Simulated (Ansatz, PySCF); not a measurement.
Gas-phase reaction (SMILES): COC(C)C → [CH2]OC(C)C + H atom; the C-H bond at the site shown breaks (other sites are not compared here).

Each molecule is optimised on its own at B3LYP-D3(BJ)/def2-TZVP (Ansatz, a quantum-chemistry and plane-wave program), one conformer each, not searched for the lowest. Valence correlation only, unless marked. Open shells are spin-unrestricted. No spin-orbit coupling. No relativistic terms. CBS marks a two-point X^-3 extrapolation of the correlation energy; Hartree-Fock from the larger set. Thermal terms are rigid-rotor harmonic-oscillator values from B3LYP-D3(BJ) frequencies (Ansatz or PySCF) at 298.15 K and 1 atm. 1 Eh = 627.5095 kcal/mol. Atoms have translation alone.

| species | E, CCSD(T)/CBS(cc-pVTZ,cc-pVQZ) (Ansatz) (Eh) | E, r2SCAN-D4/def2-TZVPD (Ansatz + dftd4) (Eh) | H - E (Eh) |
|---|---|---|---|
| COC(C)C | -233.37781 | -233.60958 | 0.14345 |
| [CH2]OC(C)C | -232.71397 | -232.95517 | 0.12963 |
| H atom | -0.49995 | -0.49993 | 0.00236 |

**Question.** Work out ΔE and ΔH at 298.15 K at the first level, then ΔH at the second.

**Answer.** 
1. ΔE = [(-232.71397) + (-0.49995)] - [(-233.37781)] = 0.16389 Eh = 102.8 kcal/mol at CCSD(T)/CBS(cc-pVTZ,cc-pVQZ).
2. The terms H - E add up to -0.01146 Eh, so ΔH = (0.16389 + (-0.01146))×627.5095 = 95.7 kcal/mol.
3. At r2SCAN-D4/def2-TZVPD the same steps give ΔE = 96.9 and ΔH = 89.7 kcal/mol, a shift of -6.0 from the first level.
4. These values are not checked against measurement here, since the tables used lack a sound gas-phase enthalpy of formation for at least one species.
